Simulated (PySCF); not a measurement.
A homologous series of growing length: n-germane amino/formyl. Isolated molecules, 0 K electronic values unless said otherwise. One relaxed conformer stands for each flexible species; it need not be the lowest. Strings in code marks are SMILES.

The S1–T1 gap (TDA) from two functionals at the same geometries (PBE0-D4/def2-SVP), both in PySCF: PBE-D3(BJ)/def2-TZVP and B3LYP-D3(BJ)/def2-TZVP. B3LYP has the VWN-RPA correlation part, as in Gaussian. Excitations are Tamm–Dancoff values on a coarser integration grid. The basis has no diffuse functions, so Rydberg states are missing or too high.

```csv
species,B3LYP-D3(BJ)/def2-TZVP (eV)
n = 1 (`O=[CH][GeH2][NH2]`),0.68
n = 2 (`O=[CH][GeH2][GeH2][NH2]`),0.67
n = 4 (`[NH2][GeH2][GeH2][GeH2][GeH2][CH]=O`),0.66
n = 5 (`[GeH2]([GeH2][GeH2][GeH2][GeH2][CH]=O)[NH2]`),0.66
n = 6 (`[NH2][GeH2][GeH2][GeH2][GeH2][GeH2][GeH2][CH]=O`),0.66
```

Q: What does PBE-D3(BJ)/def2-TZVP give for each?

A: 
- n = 1 (`O=[CH][GeH2][NH2]`): 0.63
- n = 2 (`O=[CH][GeH2][GeH2][NH2]`): 0.67
- n = 4 (`[NH2][GeH2][GeH2][GeH2][GeH2][CH]=O`): 0.63
- n = 5 (`[GeH2]([GeH2][GeH2][GeH2][GeH2][CH]=O)[NH2]`): 0.60
- n = 6 (`[NH2][GeH2][GeH2][GeH2][GeH2][GeH2][GeH2][CH]=O`): 0.56
Over these rows, drawn at random from the members with no instability flagged (it was tested for open shells, ions and some series alone), PBE minus B3LYP-D3(BJ): mean -0.05 eV, from -0.10 eV to +0.01 eV.
